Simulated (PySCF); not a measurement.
**Löwdin shares of the frontier orbitals**

Species: NbS(NH2)3 (singlet state).
Geometry (PBE0-D3(BJ)/def2-SVP, Å), atoms numbered from 1 in this order:
```xyz
11
H6N3NbS angstrom
Nb     0.0158    0.0006    0.4554
S      0.0614    0.0427    2.6053
N      1.8569   -0.0357   -0.2431
H      2.1066   -0.0807   -1.2285
H      2.7014   -0.0222    0.3224
N     -0.9041    1.6082   -0.2161
H     -1.3051    2.3386    0.3663
H     -1.0340    1.8452   -1.1970
N     -0.9427   -1.6081   -0.1569
H     -1.1082   -1.8607   -1.1285
H     -1.3499   -2.3134    0.4517
```

Theory: TDDFT wB97X-D/def2-SVPD, vertical, gas phase, core orbitals frozen in the response, def2 core potentials past Kr (PySCF). Spin–orbit coupling is left out.

Kohn–Sham orbitals with the atoms that hold most of them (Löwdin shares over 4%, at most four atoms; ? is withheld):

```
orbital  ε (eV)                          atoms
 HOMO-3  -10.09                S2 72%, Nb1 25%
 HOMO-2   -9.12                S2 70%, Nb1 21%
 HOMO-1   -9.12                S2 70%, Nb1 21%
   HOMO       ?                              ?
   LUMO    0.44  Nb1 57%, S2 22%, N3 6%, N9 5%
 LUMO+1    0.45  Nb1 57%, S2 22%, N6 5%, N9 5%
 LUMO+2    0.81  Nb1 52%, S2 20%, N6 6%, N9 6%
```

(1) Give the leading atoms of the HOMO.

(2) What is the HOMO energy, and the HOMO–LUMO gap?

Answers

(1) N9 (bonded to Nb and 2 H) 28%; N6 (bonded to Nb and 2 H) 28%; N3 (bonded to Nb and 2 H) 27%.

(2) ε(HOMO) = -8.89 eV; the gap is 9.33 eV (0.3428 hartree).

Within 0.005 eV of a neighbour in this list lie HOMO-2/HOMO-1.

How does S1 compare with the orbital gap of 9.33 eV?

S1 is at 4.26 eV (f = 0.0000), 5.07 eV below the gap, made of HOMO-2/HOMO-1→LUMO/LUMO+1 (≥83%). Its leading pair isn't HOMO and LUMO; the energies of that pair differ by 9.56 eV. 

For S1 the Löwdin share of niobium is 21% in HOMO-1 and 57% in LUMO.

Next come S2 at 4.52 eV (f 0.0002), HOMO-2/HOMO-1→LUMO/LUMO+1 (≥87%); S3 at 4.52 eV (f 0.0001), HOMO-2/HOMO-1→LUMO/LUMO+1 (≥87%); S4 at 4.65 eV (f 0.029), HOMO→LUMO/LUMO+1 (≥95%); S5 at 4.67 eV (f 0.030), HOMO→LUMO/LUMO+1 (≥94%).

Orbitals of the list HOMO-3 to LUMO+2 that lie within 0.01 eV of each other are written together with a slash and their weights summed (≥ marks a lower bound); for degenerate orbitals outside that list single weights are arbitrary.
